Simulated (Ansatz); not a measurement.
Program: Ansatz. Geometries: PBE0-D4/def2-TZVP. ΔE: electronic, gas phase. CBS: MP2 limit from def2 TZ/QZ plus the TZ coupled-cluster correction, frozen cores. Double bonds are as drawn, so ΔE can hold a change between cis and trans. Functionals use def2-TZVPP. B3LYP here is the variant with VWN-RPA as its local correlation; programs differ in this. HSE06 is defined as in plane-wave codes. One conformer a species, not always the lowest.

`C[SiH]([SiH3])BO` + `C/N=C(\C)O` → `C/N=C(\C)BO` + `C[SiH](O)[SiH3]`  (formal exchange of groups at a B–Si bond)

`C[SiH]([SiH3])BO`:

Z-matrix (Å, degrees):
```
C
Si 1 1.882
H 1 1.092 2 110.5
H 1 1.092 2 111.5 3 120.5
H 1 1.092 2 110.3 3 -119.2
Si 2 2.347 1 110.4 3 -177.4
B 2 2.021 1 113.9 3 62.2
H 2 1.495 1 110.3 3 -60.8
H 6 1.491 2 110.6 1 -62.1
H 6 1.489 2 111.1 1 178.2
H 6 1.490 2 111.3 1 57.6
O 7 1.354 2 118.6 1 14.4
H 7 1.206 2 122.3 1 -167.7
H 12 0.962 7 113.7 2 178.0
```

`C/N=C(\C)O`:

```xyz
12

C     1.139    0.311   -1.155
N    -0.276    0.511   -0.970
C    -0.809    0.116    0.102
C    -0.152   -0.560    1.260
O    -2.132    0.298    0.287
H     1.434    0.702   -2.129
H     1.739    0.829   -0.396
H     1.420   -0.750   -1.127
H     0.314   -1.493    0.934
H    -0.872   -0.775    2.046
H     0.643    0.073    1.663
H    -2.448    0.738   -0.515
```

`C/N=C(\C)BO`:

Z-matrix (Å, degrees):
```
C
N 1 1.443
H 1 1.090 2 109.7
H 1 1.098 2 111.7 3 -120.3
H 1 1.098 2 111.7 3 120.3
C 2 1.280 1 118.6 3 -180.0
B 6 1.569 2 114.9 1 -180.0
C 6 1.504 2 124.0 1 0.0
O 7 1.355 6 118.0 2 179.9
H 7 1.198 6 120.9 2 -0.1
H 8 1.089 6 111.2 2 -179.9
H 8 1.095 6 110.9 2 -59.1
H 8 1.095 6 110.9 2 59.2
H 9 0.960 7 113.2 6 -180.0
```

`C[SiH](O)[SiH3]`:

Cartesian coordinates in Å:
```
C -0.286 1.130 -1.266
Si 0.394 0.413 0.320
O 1.994 0.004 0.184
Si -0.717 -1.560 0.916
H -0.190 0.422 -2.092
H 0.239 2.050 -1.540
H -1.346 1.375 -1.148
H 0.218 1.434 1.399
H 2.629 0.717 0.092
H -0.575 -2.592 -0.148
H -2.169 -1.275 1.091
H -0.193 -2.117 2.192
```

```tsv
level	ΔE (kcal/mol)
revPBE-D4	-22.7
r2SCAN-D4	-25.6
B3LYP-D4	-27.5
HSE06-D4	-23.8
CAM-B3LYP-D4	-28.2
PBE	-22.3
SCS-MP2/def2-TZVPP	-30.6
HF/CBS(def2)	-31.1
```

Problem. What does CCSD(T)/CBS give? (Best estimate.)

Solution. Ansatz gave: -29.6 kcal/mol. The listed levels differ from it by 6.9, 4.0, 2.1, 5.8, 1.4, 7.3, -1.0, -1.5 kcal/mol.

Largest T1 diagnostic among the species: 0.014.

From BLYP to BHLYP (50 % exact exchange), in def2-TZVPP and without D4, ΔE moves by −3.1 kcal/mol. At CCSD(T), def2-SVP lies +7.9 kcal/mol from the extrapolated value and def2-TZVPP +1.0 kcal/mol. Leaving LDA and LC-ωPBE aside and taking each functional with its dispersion term where it has one, the values, not all of them listed here, spread over 7.0 kcal/mol, from BHLYP-D4 to PBE-D4.

CCSD(T)/CBS has its own doubt, a few kJ/mol and more with outer-core shells, so smaller differences from it don't rank the levels.
